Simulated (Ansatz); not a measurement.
This Ansatz (a program for electronic structure) input (PBE/pcseg-0) gives -0.49655 Eh with 2 basis functions. A basis named .json is the Basis Set Exchange file of that set (core-valence sets with the plain set on hydrogen).

Ansatz 0.2 input:
```yaml
crystal:
  periodic: [false, false, false]
  atoms:
    - {symbol: H, position_ang: [0.00000000, 0.00000000, 0.00000000]}
basis:
  gaussian:
    orbitals: pcseg-0.json
hamiltonian:
  xc: {name: PBE}
magnetization: {spin_polarized: true, initial_magnetization: 1}
scf: {lower_state_search: full}
```

Change:
```diff
- orbitals: pcseg-0.json
+ orbitals: pcseg-2
```

Task: What does the run give now?

Result: -0.49991 Eh (PBE/pcseg-2, 14 functions), a change of -3.36 mEh.
